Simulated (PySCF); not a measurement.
# Reading the logs of faulty runs: BH6OSi anion

All numbers below are calculated, not measured. The program is PySCF 2.14.0, an open-source quantum chemistry code, run on an isolated molecule that a program drew, which may never have been made. The molecule is BH6OSi anion (charge -1, singlet), drawn as the SMILES string `O[BH2-][SiH3]`.

Each row is a Hartree-Fock (HF) and frozen-core CCSD(T) single point in the aug-cc-pV(D+d)Z basis, meant for a local HF minimum. Run 1 is clean. Each other run has one planted mistake out of seven kinds, and not every kind appears here: one electron removed, one electron added, multiplicity raised by two, geometry at a saddle point, minimal basis STO-3G, one bond length entered in bohr, all coordinates scaled. The reference is restricted for singlets and unrestricted otherwise, and also for a bond in bohr. Adding or removing an electron swaps singlet and doublet. Electrons count all cores. HOMO and LUMO are orbital energies over both spins, the gradient is its largest component, and the lowest frequency (negative if imaginary) is given only where the gradient is small. Bond lengths are over the 8 bonds as drawn. T1 is the CCSD diagnostic: over 0.02 (restricted) or 0.045 (unrestricted) a single reference is doubtful.

Geometry of the clean run:
```xyz
9
BH6OSi anion, angstrom
O     0.1497    1.6343   -2.8913
B     0.0512    1.7463   -1.4045
Si   -0.2104    3.7304   -0.7639
H     0.9707    1.9881   -3.1824
H    -0.9308    1.1116   -1.0031
H     1.0788    1.3392   -0.8221
H    -0.2393    3.9166    0.7385
H     0.8672    4.7142   -1.1848
H    -1.4671    4.4512   -1.2033
```

```
run,electrons,basis functions,<S^2>,HOMO (eV),LUMO (eV),gradient (hartree/bohr),lowest frequency (cm^-1),mean bond (Å),longest bond (Å),T1,HF (hartree),CCSD(T) (hartree),mistake
1,34,132,0.000,-3.83,3.95,2.5e-05,144,1.4460,2.101,0.0144,-392.01047,-392.51536,no fault
2,33,132,0.766,-11.67,-1.39,8.5e-02,-,1.4460,2.101,0.0251,-391.91705,-392.39865,one electron removed
3,34,132,0.000,-4.09,3.94,4.2e-02,-,1.5212,2.211,0.0150,-391.99454,-392.50536,?
4,34,132,0.000,-4.45,3.63,5.1e-02,-,1.6122,2.824,0.0319,-391.88904,-392.40258,?
```

**Which mistake was planted in run 3, and what did it cost?**

The mean and the longest bond both change by the same factor, 1.052, and the gradient is no longer small. So the mistake is: all coordinates scaled. Subtracting run 1 and multiplying by 627.51 kcal/mol a hartree, the energy moved by 10.0 kcal/mol in HF and 6.3 kcal/mol in CCSD(T).

**Which mistake was planted in run 4, and what did it cost?**

The mean bond changes by a factor of 1.115 and the longest by 1.344, so the molecule wasn't scaled as a whole. A length L in bohr read as angstrom grows by (1/0.5292 - 1) L = 0.890 L. The 8 bonds together grew by 8 x 0.1662 = 1.330 Å, which gives L = 1.494 Å. That is bond O1-B2, 1.494 Å in the clean geometry. So the mistake is: one bond length entered in bohr. Subtracting run 1 and multiplying by 627.51 kcal/mol a hartree, the energy moved by 76.2 kcal/mol in HF and 70.8 kcal/mol in CCSD(T).

